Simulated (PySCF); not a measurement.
**How methods differ on the ionisation energy of Pm⁴⁶⁺**

Pm⁴⁶⁺ [Ne] 3s2 3p3 (4S) → Pm⁴⁷⁺ [Ne] 3s2 3p2 (3P), as a difference of total energies. Calculation: PySCF 2.14, in an uncontracted even-tempered set (18 s from 10 bohr⁻², ratio 2.5; 12 p from 13 bohr⁻², ratio 2.5; 4 d from 52 bohr⁻², ratio 2.7; 4 f from 77 bohr⁻², ratio 2.7); scalar relativity by spin-free X2C-1e. Correlated levels: outer shells: 1s2 frozen; virtual orbitals above 40 to 60 times the deepest correlated orbital energy dropped. The calculations carry no spin-orbit coupling.

```csv
method,ionisation energy (eV)
UHF,3875.5
LDA,3875.6
PBE,3876.3
PBE0,3876.5
r2SCAN,3877.5
BHandHLYP,3876.7
MN15,3881.0
MP2 (outer shells),3876.0
SCS-MP2 (outer shells),3875.8
```

Spin-orbit coupling is strong in these open shells (close to jj coupling). The scalar numbers leave it out and a first-order estimate fails, so it can dominate the gap to the real levels.

The ground level that NIST lists for one species does not belong to the high-spin term computed here, so part of any gap is the choice of state.

Breit and QED terms and the two-electron picture change are absent.

For comparison: 3816 ± 4 eV (theoretical estimate listed by NIST; NIST Atomic Spectra Database, ionization energies).
